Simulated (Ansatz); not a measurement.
`[OH][AlH][I]`. Total charge 0; spin multiplicity 1. I takes the def2 core potential.

Z-matrix (Å, degrees):
```
Al
O 1 1.685
I 1 2.473 2 119.5
H 1 1.566 2 119.0 3 -180.0
H 2 0.956 1 123.8 3 -0.0
```

List the harmonic frequencies (cm⁻¹, unscaled) at PBE0-D4/def2-TZVP in Ansatz. (Estimate.)

Computed: 162, 344, 371, 477, 596, 676, 875, 2001, 3956.

Is this a minimum?

Yes, all 9 modes are real.

Give the ideal-gas thermochemistry at 298.15 K and 1 bar (rigid rotor, harmonic oscillator; point group Cs, symmetry number 1).

Zero-point energy 56.6 kJ/mol; H(298) − E = 71.5 kJ/mol; entropy 308.8 J/(mol·K), of which translation 173.0, rotation 108.7, vibration 27.1; G(298) − E = -20.6 kJ/mol.

And at 400, 500, 600, 800 and 1000 K?


```tsv
T (K)	H − E (kJ/mol)	S (J/mol/K)	G − E (kJ/mol)
400	79.1	330.5	-53.2
500	87.1	348.4	-87.1
600	95.5	363.7	-122.7
800	113.2	389.1	-198.1
1000	131.6	409.7	-278.1
```
